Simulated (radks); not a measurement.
Sm2+, configuration [Xe] 4f6.

All-electron calculation, Dirac Kohn-Sham, HCTH/407, spin-unpolarised, spherical densities, finite nucleus; open shells fill j = l - 1/2 first; Fermi nuclear charge, rms radius 5.0819 fm. Program: a radial shooting solver on a logarithmic mesh with Libxc functionals.

Energy parts (Ry):
| part | energy |
|---|---|
| total | -20879.0431 |
| kinetic | 22632.9830 |
| electron-nucleus | -51096.3904 |
| Hartree | 8069.6713 |
| exchange-correlation | -485.3070 |

Orbitals (lengths in bohr, moments of r in powers of bohr; r(90%) holds 90 % of the orbital's charge):
| orbital | occ. | eigenvalue (Ry) | <1/r> | <r^4> | <r^2> | r(90%) |
|---|---|---|---|---|---|---|
| 1s1/2 | 2 | -3427.026 | 68.77 | 1.319e-06 | 0.0007055 | 0.0411 |
| 2s1/2 | 2 | -561.1693 | 16.35 | 0.0002114 | 0.01105 | 0.150 |
| 2p1/2 | 2 | -532.2269 | 16.34 | 0.0001314 | 0.008046 | 0.133 |
| 2p3/2 | 4 | -487.9206 | 14.56 | 0.0001694 | 0.009287 | 0.142 |
| 3s1/2 | 2 | -123.7855 | 5.947 | 0.008318 | 0.07413 | 0.374 |
| 3p1/2 | 2 | -111.2931 | 5.864 | 0.007607 | 0.06925 | 0.367 |
| 3p3/2 | 4 | -102.3079 | 5.416 | 0.009207 | 0.07644 | 0.384 |
| 3d3/2 | 4 | -80.59908 | 5.293 | 0.006759 | 0.06141 | 0.357 |
| 3d5/2 | 6 | -78.64252 | 5.181 | 0.007172 | 0.06342 | 0.362 |
| 4s1/2 | 2 | -25.39312 | 2.478 | 0.2085 | 0.3784 | 0.832 |
| 4p1/2 | 2 | -20.59242 | 2.373 | 0.2396 | 0.4000 | 0.863 |
| 4p3/2 | 4 | -18.61824 | 2.222 | 0.2897 | 0.4397 | 0.905 |
| 4d3/2 | 4 | -10.70233 | 2.003 | 0.4277 | 0.5115 | 0.998 |
| 4d5/2 | 6 | -10.34879 | 1.965 | 0.4551 | 0.5274 | 1.01 |
| 4f5/2 | 6 | -1.21347 | 1.385 | 4.990 | 1.277 | 1.71 |
| 4f7/2 | 0 | -1.17267 | 1.367 | 5.430 | 1.324 | 1.74 |
| 5s1/2 | 2 | -4.17662 | 0.9455 | 7.320 | 2.223 | 2.02 |
| 5p1/2 | 2 | -2.88488 | 0.8322 | 12.37 | 2.830 | 2.31 |
| 5p3/2 | 4 | -2.62053 | 0.7797 | 15.53 | 3.166 | 2.45 |
| 5d3/2 | 0 | -1.02030 | 0.5096 | 92.61 | 7.362 | 3.87 |
| 5d5/2 | 0 | -0.99959 | 0.4994 | 98.99 | 7.626 | 3.93 |
| 6s1/2 | 0 | -1.02228 | 0.3578 | 270.7 | 13.81 | 4.98 |
| 6p1/2 | 0 | -0.75081 | 0.3091 | 509.8 | 18.75 | 5.85 |
| 6p3/2 | 0 | -0.71221 | 0.2981 | 598.2 | 20.29 | 6.09 |

The highest occupied level is 4f5/2 at -16.510 eV. The electron density at the nucleus is 5.324e+05 e/bohr^3.
